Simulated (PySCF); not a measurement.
# Telling isomers of C7H6FN apart by NMR

How the numbers were obtained: GIAO PBE0/pcSseg-1 shieldings, structure optimised with GFN2-xTB, in PySCF 2.14.0 with density-fitted response routines (no solvent model, non-relativistic, a single conformation, fast rotation and ring inversion assumed for equivalent nuclei).

δ = σ(ref) − σ, references computed at the same level: $^{1}$H and $^{13}$C against TMS. Splittings of carbon signals by F and P are missing where no couplings were computed. Where no couplings were computed, multiplicities follow the n + 1 count of equivalent neighbours, and m marks all less simple cases (inequivalent or close neighbours, rings, F or P nearby). Shifts are as computed. Against solution values, carbons near 30 ppm lie about +3 ppm off and those near 130 ppm about +5 ppm (rms about the fit 2.1 ppm; single classes can miss by 10 ppm). Of 1328 compounds with measured shifts, 309 miss one by over three times the rms of a fit or turn the order of signals round; such compounds aren't used in these exercises. Signals without a measured value on file couldn't be tested in this way; 1H shifts scatter by 0.2 ppm about their fit, and single ones miss by 0.5 ppm. OH and NH positions are gas-phase values without hydrogen bonding to other molecules.

(1) Tabulate the signals of `C[C@@]1(F)C=CC(C#N)=C1`, `C=Cc1cncc(F)c1`, `[H]/N=C\c1ccccc1F` and their relative energies.

(2) What is the quickest way to tell C[C@@]1(F)C=CC(C#N)=C1 from C=Cc1cncc(F)c1?

(3) What is the quickest way to tell C[C@@]1(F)C=CC(C#N)=C1 from [H]/N=C\c1ccccc1F?

(4) What is the quickest way to tell C=Cc1cncc(F)c1 from [H]/N=C\c1ccccc1F?

Answers

(1) 
| SMILES | carbon types | δC | δH | E rel. (kcal/mol) |
| --- | --- | --- | --- | --- |
| C[C@@]1(F)C=CC(C#N)=C1 | 3×C 3×CH 1×CH3 | 163.6, 151.3, 137.6, 123.2, 120.0, 106.5, 23.3 | 7.14 (m, 1H), 6.67 (m, 1H), 6.28 (m, 1H), 1.62 (m, 3H) | 25.7 |
| C=Cc1cncc(F)c1 | 2×C 4×CH 1×CH2 | 169.8, 151.8, 143.9, 140.4, 138.3, 122.6, 121.8 | 8.70 (m, 1H), 8.50 (s, 1H), 7.93 (m, 1H), 6.94 (m, 1H), 6.41 (m, 1H), 5.86 (m, 1H) | 6.9 |
| [H]/N=C\c1ccccc1F | 2×C 5×CH | 172.1, 162.8, 138.5, 129.4, 129.2, 125.4, 123.0 | 11.89 (br s, 1H), 8.98 (m, 1H), 7.84 (m, 1H), 7.71 (m, 1H), 7.54 (m, 1H), 7.47 (m, 1H) | 0.0 |

Energies are electronic energies at PBE0/pcSseg-1 on these geometries, without zero-point or thermal terms, each for the one conformer computed, which needn't be the lowest.

(2) Both give the same number of carbon signals, but DEPT or the intensities differ. The first has a methyl carbon (CH3) at 23.3 ppm, the second a terminal =CH2 carbon at 122.6 ppm. Their most deshielded carbons lie at 163.6 and 169.8 ppm. In the proton spectra the most deshielded non-exchanging signals are 7.14 (m, 1H) and 8.70 (m, 1H).

(3) Both give the same number of carbon signals, but DEPT or the intensities differ. The first has a methyl carbon (CH3) at 23.3 ppm, the second an aromatic carbon bearing fluorine (C) at 172.1 ppm. Their most deshielded carbons lie at 163.6 and 172.1 ppm. In the proton spectra the most deshielded non-exchanging signals are 7.14 (m, 1H) and 8.98 (m, 1H).

(4) Both give the same number of carbon signals, but DEPT or the intensities differ. The first has a terminal =CH2 carbon at 122.6 ppm, the second a substituted aromatic carbon (C) at 125.4 ppm. Their most deshielded carbons lie at 169.8 and 172.1 ppm.
